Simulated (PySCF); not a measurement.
Numbering as in the mapped SMILES `[CH3:1][O:2][c:3]1[cH:4][cH:5][cH:6][c:7]([SH:8])[cH:9]1`; H(Xn) means a hydrogen on atom n.

Geometry: GFN2-xTB; GIAO shifts from PySCF, gas phase, non-relativistic, averaged over equivalent atoms.

At LDA/STO-3G (57 basis functions, roughly 21 core-seconds):
```
atoms  δ (ppm)
   C3    125.6
   C7    121.1
   C5    109.1
   C6     99.3
   C9     96.6
   C4     94.6
   C1     50.9
   O2     58.7
H(C5)     6.65
H(C6)     6.07
H(C9)     6.01
H(C4)     5.63
H(C1)     2.97
H(S8)     1.87
```

References, each an isolated molecule treated in the same way: ¹³C (234.56 ppm), ¹H (32.68 ppm) vs TMS; H2O for ¹⁷O (341.25 ppm).

**Question.** Estimate the result of repeating the calculation with PBE0/pcSseg-1.

**Answer.** 
```csv
atoms,δ at PBE0/pcSseg-1,change
C3,167.1,+41.5
C7,144.1,+23.0
C5,135.1,+26.0
C6,121.7,+22.4
C9,121.0,+24.4
C4,107.6,+13.0
C1,55.7,+4.8
O2,105.6,+46.9
H(C5),7.41,+0.76
H(C6),6.88,+0.81
H(C9),6.91,+0.90
H(C4),6.37,+0.74
H(C1),3.87,+0.90
H(S8),3.60,+1.73
```

Shifts are taken against calculated references (same method and geometry level): ¹³C (σ = 186.93 ppm) and ¹H (σ = 31.72 ppm) against TMS; ¹⁷O (σ = 336.08 ppm) against H2O.

The largest change is at O2 (ether oxygen). Cost: 200 basis functions, roughly 120 core-seconds. The order of the carbon signals is the same at both levels.

Experimental scales use liquid or dissolved standards, which lie at an offset from isolated H2O (liquid H2O: subtract about 36 ppm).
